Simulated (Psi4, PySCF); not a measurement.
Here is a job for Psi4.
```
memory 2 GB

molecule {
0 2
C     1.61953144    0.05803377   -0.23682467
Si    0.02757061   -0.31501688    0.47248309
C    -1.50296767    0.33793466   -0.46954040
H     2.49596000   -0.47529916    0.10355807
H     1.84054048    1.09295016   -0.47418082
H    -1.25694284    1.27314064   -0.96834207
H    -1.81688614   -0.37491229   -1.22837557
H    -2.34804259    0.51854633    0.19076750
}

set {
  basis 6-31g*
  reference uhf
  freeze_core true
  mp2_type conv
  scf_type pk
  puream true
  d_convergence 1e-8
}

energy('ccsd(t)')
print_variables()
```

Q: Write the same job for PySCF.

A: This is not unique; one that fits is 
```python
from pyscf import gto, scf, cc

mol = gto.M(
    atom='''
C     1.619531    0.058034   -0.236825
Si    0.027571   -0.315017    0.472483
C    -1.502968    0.337935   -0.469540
H     2.495960   -0.475299    0.103558
H     1.840540    1.092950   -0.474181
H    -1.256943    1.273141   -0.968342
H    -1.816886   -0.374912   -1.228376
H    -2.348043    0.518546    0.190768
''',
    basis='6-31g*',
    charge=0,
    spin=1,
    verbose=4,
)

mf = scf.UHF(mol)
mf.kernel()

mycc = cc.CCSD(mf, frozen=7)
mycc.kernel()
et = mycc.ccsd_t()
print('E(CCSD(T)) = %.10f' % (mycc.e_tot + et))
```

Both were run: Psi4 gave -367.841624 Eh and PySCF -367.841624 Eh, 0.000 mEh apart.
